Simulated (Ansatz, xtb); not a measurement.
**F2GeH5NSi: which of two isomers lies lower**

We compare a, `N[Si](F)(F)[GeH3]`, a singlet, with b, `F[SiH](F)[NH][GeH3]`, a singlet. Both are isolated molecules in the gas phase, relaxed with PBE0-D3(BJ)/def2-SVP; the shapes shown needn't be the lowest conformers.

a (Å):

```yaml
atoms:
  - { symbol: F, position_ang: [0.0521, -0.4700, 1.8357] }
  - { symbol: F, position_ang: [-0.3951, 0.8602, -0.2996] }
  - { symbol: Ge, position_ang: [-0.7133, -2.4362, -0.6368] }
  - { symbol: N, position_ang: [-2.5587, -0.0714, 0.9353] }
  - { symbol: Si, position_ang: [-0.9382, -0.4073, 0.5490] }
  - { symbol: H, position_ang: [-2.8609, 0.8650, 1.1821] }
  - { symbol: H, position_ang: [-3.1728, -0.7830, 1.3125] }
  - { symbol: H, position_ang: [0.7652, -2.8258, -0.7885] }
  - { symbol: H, position_ang: [-1.3513, -2.3121, -2.0300] }
  - { symbol: H, position_ang: [-1.4407, -3.5556, 0.1322] }
```

b (Å):

```xyz
10

F     2.0462   -2.6491   -0.0265
F     0.0343   -3.4402   -1.4284
Ge   -0.6348   -0.3757   -2.1798
N    -0.1142   -0.9791   -0.5041
Si    0.4382   -2.5415   -0.1459
H    -0.1073   -3.1299    1.0935
H    -0.1248   -0.2786    0.2301
H    -0.7908    1.1470   -2.0353
H    -1.9730   -1.0181   -2.5792
H     0.4478   -0.7199   -3.2132
```

Quicker runs give these differences E(b) − E(a): GFN2-xTB −0.400 eV; HF/STO-3G −0.164 eV (at GFN2-xTB geometries); r2SCAN-D4/def2-SVP −0.040 eV (at GFN2-xTB geometries).

Q: Estimate E(b) − E(a) at the level CCSD(T)/def2-SVP + ΔMP2/def2-TZVPP.

A: Calculated at CCSD(T)/def2-SVP + ΔMP2/def2-TZVPP: E(b) − E(a) = −0.115 eV, so structure b lies lower.

The same difference at several levels:

```
                             level              geometry  E(b) − E(a) (eV)  departure from the last row (eV)  job, with rough time for the two
                          GFN2-xTB              GFN2-xTB              −0.400                            −0.285              optimisation, 0.51 s
                         HF/STO-3G              GFN2-xTB              −0.164                            −0.050               single point, 1.1 s
                r2SCAN-D4/def2-SVP              GFN2-xTB              −0.040                            +0.075               single point, 4.4 s
              PBE0-D3(BJ)/def2-SVP  PBE0-D3(BJ)/def2-SVP              +0.032                            +0.147             optimisation, 3.4 min
                       HF/def2-SVP  PBE0-D3(BJ)/def2-SVP              −0.269                            −0.154           part of the CCSD(T) run
                      MP2/def2-SVP  PBE0-D3(BJ)/def2-SVP              −0.237                            −0.122           part of the CCSD(T) run
                  CCSD(T)/def2-SVP  PBE0-D3(BJ)/def2-SVP              −0.198                            −0.083                      single point
CCSD(T)/def2-SVP + ΔMP2/def2-TZVPP  PBE0-D3(BJ)/def2-SVP              −0.115                                                  single point, 52 s
```

As drawn, b has 1 Ge–N, 1 Si–H in place of 1 Ge–Si, 1 N–H.

PBE0-D3(BJ)/def2-SVP puts the two in the other order. The largest departure from CCSD(T)/def2-SVP + ΔMP2/def2-TZVPP is that of GFN2-xTB, 0.285 eV. The last row adds to CCSD(T) the change of the MP2 difference between the two basis sets, here +0.083 eV.

With harmonic frequencies from PBE0-D3(BJ)/def2-SVP (ideal gas, rigid rotor, one conformer each, 400 K, 1 atm): on the last row, ΔE + ΔZPE = −0.139 eV. A mode under 50 cm⁻¹ makes harmonic enthalpies and free energies unreliable, so none is given.

The correlated steps freeze 17 core orbitals; the filled d shell of Ge is correlated, in a basis made for valence electrons. Programs: Ansatz 0.2.0, xtb 6.7.1; the last row on 2 threads of Intel(R) Xeon(R) Platinum 8259CL CPU @ 2.50GHz (Skylake/Cascade Lake) on a shared host.
